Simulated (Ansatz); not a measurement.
System: sum formula BNH3Br2 (charge +1, singlet). It need not be the lowest isomer of its formula. 
Structure (B3LYP-D3(BJ)/def2-TZVP (Ansatz, a first-principles code) minimum search):
SMILES: BrB(Br)[NH3+]
```xyz
7

N     -2.0168    -0.2443     0.2027
B     -0.4675    -0.0514     0.0465
Br     0.5436    -1.6190     0.0945
Br     0.1309     1.7015    -0.1623
H     -2.5290     0.6418     0.1703
H     -2.2388    -0.7090     1.0900
H     -2.3849    -0.8530    -0.5365
```
Charge +1, spin multiplicity 1.

Basis-set convergence of Hartree-Fock and MP2 correlation energies (hartree) with Ansatz. Valence correlation only, unless marked. No spin-orbit coupling. Frozen are the shells of the preceding noble gas and the d and f shells that filled before the atom's block. Non-relativistic.

```tsv
basis	functions	E(HF)	E(corr, MP2)
cc-pVDZ	97	-5225.51061	-0.48567
cc-pVTZ	188	-5225.68701	-0.63114
cc-pVQZ	336	-5225.69821	-0.68630
cc-pV5Z	555	-5225.69998	-0.70997
```

Extrapolating the two largest sets (X = 4 and 5) as X^-3: E(corr) = (125·(-0.70997) - 64·(-0.68630))/61 = -0.7348 Eh, an estimate of the basis-set limit. The largest set recovers 96.6 % of it, the smallest 66.1 %.
